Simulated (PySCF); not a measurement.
A search over the determinants of CsF⁺

Unrestricted PBE0; PySCF, scalar-relativistic core potentials, basis sets Cs def2-SVP with ECP46, F def2-SVP. Outer shells of the fragments: Cs+ closed shells only; F 2s2 2p5.

Followed along the bond (rough minima from three points):

```
2Ms+1  unpaired  ⟨S²⟩ at the start  R at minimum (Å)  Te (eV)
    2       π ↑               0.75              3.23     0.00
    2       σ ↑               0.75              3.27     0.13
```

Solutions found at the starting distance of 2.920 Å, counted from the lowest of them; the search is not exhaustive and high or unbound solutions are not listed, so other states can lie among these:

| 2Ms+1 | unpaired | term | E (eV) | ⟨S²⟩ | ⟨Lz²⟩ | μ (D) |
| --- | --- | --- | --- | --- | --- | --- |
| 2 | π ↑ | ²Π | 0.00 | 0.75 | 1.00 | -1.30 |
| 2 | σ ↑ | ²Σ⁺ | 0.11 | 0.75 | 0.00 | -1.58 |

A term symbol is given only where ⟨S²⟩ and ⟨Lz²⟩ are close to those of a pure state; real π, δ and φ orbitals otherwise mix terms. A positive dipole points towards F; it is taken about the centre of mass and depends on that origin.

Spin–orbit coupling is left out.
